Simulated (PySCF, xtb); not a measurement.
C2F3, charge +1, multiplicity 1. Atoms are numbered in the order given.

```xyz
5

F     -1.9483     0.1806     0.0000
C     -0.8821    -0.4292     0.0000
C      0.4605     0.0418     0.0000
F      1.1147     0.0388    -1.0801
F      1.1147     0.0388     1.0801
```
Charge +1, spin multiplicity 1.

Geometry: B3LYP-D3(BJ)/def2-SVP. The spin state was assumed, not searched. The isomer is the one that the SMILES or the coordinates give; other isomers of the formula were not compared.

Level of theory: C-PCM-M06-2X/def2-SVP (PySCF).

The values are the electrostatic part of the solvation free energy, E(continuum) − E(gas) at the gas-phase geometry, in a cavity of scaled van der Waals radii (PySCF's table); cavitation and dispersion terms are not included. In vacuum the orbital gap is 6.96 eV.

```csv
solvent,ε,ΔG(elec) (kcal/mol),gap (eV)
water,78.36,-67.8,7.09
toluene,2.37,-39.7,7.03
n-hexane,1.88,-32.1,7.02
```

For comparison, GFN2-xTB/ALPB(water) (xtb, at the GFN2-xTB geometry, all terms of that model) gives -63.6 kcal/mol.
